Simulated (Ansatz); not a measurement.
Relaxation of AlFH6OSi (10 atoms, charge 0, multiplicity 1), to a largest force component of 0.03 eV/Å in at most 50 steps.

Theory: RKS B3LYP/6-31G* in Ansatz 0.2.0.

```xyz
10
Properties=species:S:1:pos:R:3:forces:R:3
Al 0.141 0.460 -0.630 -0.05 0.11 0.47
O -0.138 0.039 2.293 0.09 0.70 -0.49
Si -1.384 -0.413 3.326 0.05 0.10 0.03
H -2.386 -1.226 2.592 -0.02 -0.02 -0.02
H -0.835 -1.225 4.441 0.01 0.00 -0.01
H -2.044 0.805 3.878 0.01 -0.05 -0.01
H 1.577 -0.102 -0.973 -0.01 -0.01 0.00
H -1.241 -0.099 -1.157 0.02 0.01 0.01
F 0.091 1.915 0.218 0.02 -0.19 -0.03
H -0.035 1.005 2.128 -0.11 -0.65 0.07
```

Task: Where does it end, and by what steps?

Result: It converged. The force dipped under the threshold on the way, but the program's further checks kept it going. After 25 steps the energy has fallen by 0.578 eV; H7 moved furthest, 0.99 Å. Joined: Al1–O2 (2.97 → 2.02 Å).

```csv
step,energy less start (eV),largest force component (eV/Å),accepted
0,0.0000,0.697,yes
1,-0.1473,0.610,yes
2,-0.3168,0.665,yes
3,-0.4839,0.445,yes
4,-0.5072,0.300,yes
5,-0.5333,0.263,yes
6,-0.5445,0.240,yes
7,-0.5500,0.134,yes
8,-0.5550,0.117,yes
9,-0.5567,0.251,yes
10,-0.5621,0.127,yes
11,-0.5689,0.100,yes
12,-0.5666,0.434,no
13,-0.5693,0.139,yes
14,-0.5730,0.125,yes
15,-0.5738,0.085,yes
16,-0.5747,0.008,yes
17,-0.5754,0.044,yes
18,-0.5757,0.068,yes
19,-0.5760,0.043,yes
20,-0.5765,0.021,yes
21,-0.5772,0.045,yes
22,-0.5776,0.039,yes
23,-0.5782,0.036,yes
24,-0.5784,0.032,yes
25,-0.5784,0.022,yes
```

```xyz
10
Properties=species:S:1:pos:R:3
Al -0.112 0.444 -0.060
O -0.151 0.264 1.947
Si -1.290 -0.447 3.015
H -1.641 -1.727 2.372
H -0.620 -0.645 4.322
H -2.465 0.441 3.169
H 0.879 -0.687 -0.580
H -1.666 0.415 -0.423
F 0.573 1.974 0.172
H 0.238 1.127 2.183
```

Whether the end is a true minimum wasn't checked by a vibrational analysis.

The run took 92 s on 1 thread of Arm Neoverse V2, on a shared host, peak memory 0.15 GiB.
